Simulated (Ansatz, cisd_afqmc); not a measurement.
Species: Si, charge 1, doublet.

Total energies in aug-cc-pV(T+d)Z, 3 correlated electrons, 5 frozen orbitals. Radicals and triplets start from unrestricted determinants; spin-orbit coupling is neglected. Correlated methods leave the cores frozen. No relativity. AFQMC is phaseless with a CISD trial state; ± is one standard error, without the phaseless bias. Outlying blocks are dropped, and bars are widened where a walk drifts. Over all cases where full CI ran beside it in this data, AFQMC minus full CI had a median of +0.1 mEh and passed +0.4 mEh in a tenth of the cases. Full CI freezes restricted core orbitals and the other rows unrestricted ones, which leaves a small offset even where coupled cluster is exact.

```json
[
 {"method": "HF", "program": "Ansatz", "energy (Eh)": "-288.57596", "error against FCI (mEh)": "60.23"},
 {"method": "MP2", "program": "Ansatz", "energy (Eh)": "-288.61750", "error against FCI (mEh)": "18.69"},
 {"method": "CCSD", "program": "Ansatz", "energy (Eh)": "-288.63469", "error against FCI (mEh)": "1.49"},
 {"method": "CCSD(T)", "program": "Ansatz", "energy (Eh)": "-288.63580", "error against FCI (mEh)": "0.39"},
 {"method": "CCSDT", "program": "Ansatz", "energy (Eh)": "-288.63623", "error against FCI (mEh)": "-0.04"},
 {"method": "AFQMC/CISD", "program": "cisd_afqmc", "energy (Eh)": "-288.6362 ± 0.0001", "error against FCI (mEh)": "0.0 ± 0.1"},
 {"method": "FCI", "program": "Ansatz", "energy (Eh)": "-288.63619", "error against FCI (mEh)": "0.00"}
]
```

Ansatz is a first-principles code.
